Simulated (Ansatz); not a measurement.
A trace of molecular dynamics of AlFH4O2Si (9 atoms, charge 0, multiplicity 1).

All numbers below come from RHF/def2-SVP in Ansatz 0.2.0.

```json
{
  "ensemble": "NVT, Nosé–Hoover chain",
  "set temperature": "3000 K",
  "thermostat": "time constant 50 fs, chain length 1",
  "seed": "132564"
}
```

| time (fs) | T (K) | potential energy less start (eV) | conserved less start (meV/atom) |
| --- | --- | --- | --- |
| 0.0 | 3000 | 0.000 | 0.00 |
| 4.0 | 2267 | 0.710 | 5.12 |
| 8.0 | 1482 | 1.438 | 6.41 |
| 12.0 | 1374 | 1.537 | 5.27 |
| 16.0 | 1538 | 1.386 | 2.47 |
| 20.0 | 1167 | 1.760 | 3.62 |
| 24.0 | 785 | 2.152 | 5.92 |
| 28.0 | 1017 | 1.968 | 5.31 |
| 32.0 | 1447 | 1.632 | 5.06 |
| 36.0 | 1572 | 1.596 | 5.13 |
| 40.0 | 1699 | 1.573 | 5.37 |
| 44.0 | 2390 | 1.065 | 5.06 |
| 48.0 | 3010 | 0.658 | 2.89 |
| 52.0 | 2495 | 1.332 | 6.66 |
| 56.0 | 2238 | 1.725 | 7.64 |
| 60.0 | 2654 | 1.502 | 6.73 |
| 64.0 | 2883 | 1.483 | 5.65 |
| 68.0 | 2347 | 2.146 | 5.13 |
| 72.0 | 1496 | 3.070 | 6.91 |
| 76.0 | 1739 | 2.961 | 6.61 |
| 80.0 | 2805 | 2.193 | 7.22 |

Question: Is this trajectory sound?

Answer: The conserved energy wandered by up to 12.1 meV per atom (net 7.2 meV per atom), which is poor conservation. The mean temperature of the second half is 22 % below the set value. A step of 2 fs is long for free X–H stretches (periods near 10 fs) and can bias their spread and the temperature. A run of 0.08 ps of so small a system gives no equilibrium averages. The time step was 2 fs.

Run time: 61 s on 1 thread of Arm Neoverse V2, with other jobs on the host, peak memory 0.17 GiB.
